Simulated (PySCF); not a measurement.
SMILES N#C[C@H]1CC[C@H]1[SiH2]O, C5H9NOSi

Geometry (Å), atoms numbered from 1 in this order:
```xyz
17

N    -0.1460   -2.7173    0.5283
C    -0.5968   -1.7425    0.1283
C    -1.1209   -0.4953   -0.3343
C    -1.6124    0.4062    0.8200
C    -0.3768    1.2963    0.6436
C    -0.0289    0.5619   -0.6660
Si    1.7793   -0.0101   -0.8980
O     2.3424   -0.7854    0.4042
H    -1.8457   -0.6896   -1.1288
H    -1.7112   -0.0880    1.7858
H    -2.5484    0.9078    0.5814
H    -0.5719    2.3627    0.5500
H     0.3673    1.1445    1.4240
H    -0.3526    1.1455   -1.5285
H     2.6427    1.1598   -0.9426
H     1.8182   -0.8446   -2.1004
H     1.9548   -1.5999    0.7232
```

Computed, not measured: TDDFT B3LYP/def2-SVPD circular dichroism and optical rotation, one conformer, gas phase in PySCF 2.14.0. Geometry: GFN2-xTB.

The molecule is flexible and this is one conformer; a measurement averages over conformers. States above about 7.9 eV (minus the energy of the highest occupied orbital) lie near or above the ionisation threshold and depend on the basis.

Stereocentres: C3 R, C6 R.

Q: Give the optical rotatory dispersion at 633, 589.3, 546, 436, 405, 365, 355 nm.

A: [α] in deg dm⁻¹ (g/mL)⁻¹:
| λ (nm) | origin-invariant length gauge | modified velocity gauge | length gauge (centre of mass) | isotropic polarisability (au) |
| --- | --- | --- | --- | --- |
| 633 | -14.9 | -21.4 | -14.4 | 88.4 |
| 589.3 | -17.3 | -24.9 | -16.8 | 88.7 |
| 546 | -20.3 | -29.2 | -19.6 | 89.1 |
| 436 | -32.8 | -47.6 | -31.8 | 90.7 |
| 405 | -38.6 | -56.2 | -37.5 | 91.4 |
| 365 | -49.1 | -71.6 | -47.8 | 92.6 |
| 355 | -52.5 | -76.6 | -51.1 | 93.0 |

Q: And for the mirror image at 589.3 nm?

A: +17.3 deg dm⁻¹ (g/mL)⁻¹ (origin-invariant length gauge): the same size and the opposite sign.

Q: What is the molar rotation [Φ] = [α]·M/100 of the geometry above at 589.3 nm?

A: With M = 127.22 g/mol, -22.0 deg cm² dmol⁻¹ (origin-invariant length gauge).

The first excitation lies at 6.76 eV (184 nm) with R = +0.7 × 10⁻⁴⁰ esu² cm² (velocity form).
